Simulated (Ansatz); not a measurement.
The inner images of a band of Cl3FH2STi (8 atoms, charge 0, multiplicity 1) are given out of order.

Theory: RKS PBE0-D4/def2-SVP (Ansatz 0.2.0).

Image 0:

```xyz
8
Properties=species:S:1:pos:R:3
Ti 0.010 -0.037 -0.111
F 0.170 -0.420 1.568
Cl 2.097 -0.005 -0.717
Cl -0.587 2.022 -0.556
Cl -0.765 -1.643 -1.384
S -2.740 -0.099 0.723
H -2.712 -1.289 1.362
H -2.603 0.597 1.874
```

Image 8:

```xyz
8
Properties=species:S:1:pos:R:3
Ti -0.598 -0.014 -0.270
F -0.472 1.182 1.809
Cl 1.274 -0.857 0.452
Cl -0.540 2.006 -1.049
Cl -0.973 -1.225 -2.022
S -2.454 -0.612 0.970
H -2.448 -1.895 0.542
H -0.919 0.542 2.326
```

Put them in order from the first end to the last, with their energies above the first end.
A.
```xyz
8
Properties=species:S:1:pos:R:3
Ti -0.557 0.007 -0.267
F -0.343 0.925 1.895
Cl 1.393 -0.797 0.265
Cl -0.560 2.037 -0.984
Cl -0.997 -1.191 -2.011
S -2.541 -0.472 0.901
H -2.412 -1.814 0.799
H -1.112 0.432 2.161
```
B.
```xyz
8
Properties=species:S:1:pos:R:3
Ti -0.498 0.029 -0.233
F -0.279 0.617 1.920
Cl 1.561 -0.611 0.089
Cl -0.590 2.038 -0.978
Cl -1.009 -1.259 -1.892
S -2.610 -0.323 0.874
H -2.509 -1.670 0.920
H -1.195 0.306 2.060
```
C.
```xyz
8
Properties=species:S:1:pos:R:3
Ti -0.144 0.114 -0.114
F -0.022 0.230 1.636
Cl 1.956 -0.347 -0.399
Cl -0.516 2.073 -0.943
Cl -0.999 -1.401 -1.480
S -2.752 -0.128 0.957
H -2.628 -1.472 1.023
H -2.025 0.058 2.080
```
D.
```xyz
8
Properties=species:S:1:pos:R:3
Ti -0.398 0.072 -0.175
F -0.261 0.382 1.840
Cl 1.711 -0.456 -0.055
Cl -0.577 2.036 -1.006
Cl -1.026 -1.330 -1.707
S -2.658 -0.197 0.938
H -2.573 -1.544 1.017
H -1.347 0.166 1.908
```
E.
```xyz
8
Properties=species:S:1:pos:R:3
Ti -0.261 0.109 -0.113
F -0.112 0.366 1.682
Cl 1.824 -0.464 -0.203
Cl -0.546 2.046 -1.003
Cl -1.044 -1.342 -1.593
S -2.698 -0.159 0.999
H -2.587 -1.506 1.055
H -1.706 0.079 1.934
```
F.
```xyz
8
Properties=species:S:1:pos:R:3
Ti -0.004 0.012 -0.112
F 0.142 -0.234 1.596
Cl 2.089 -0.061 -0.686
Cl -0.561 2.033 -0.713
Cl -0.812 -1.636 -1.314
S -2.756 -0.016 0.800
H -2.766 -1.328 1.122
H -2.461 0.357 2.066
```
G.
```xyz
8
Properties=species:S:1:pos:R:3
Ti -0.057 0.075 -0.117
F 0.059 -0.006 1.618
Cl 2.049 -0.191 -0.568
Cl -0.525 2.062 -0.850
Cl -0.912 -1.520 -1.368
S -2.771 -0.042 0.899
H -2.712 -1.388 1.008
H -2.261 0.137 2.137
```

F (+0.3 kcal/mol), G (+1.8 kcal/mol), C (+5.6 kcal/mol), E (+13.5 kcal/mol), D (+24.6 kcal/mol), B (+22.8 kcal/mol), A (+21.0 kcal/mol).

Run time: 8.9 min on 4 threads of Intel(R) Xeon(R) Platinum 8259CL CPU @ 2.50GHz (Skylake/Cascade Lake) (shared host), peak memory 0.45 GiB.
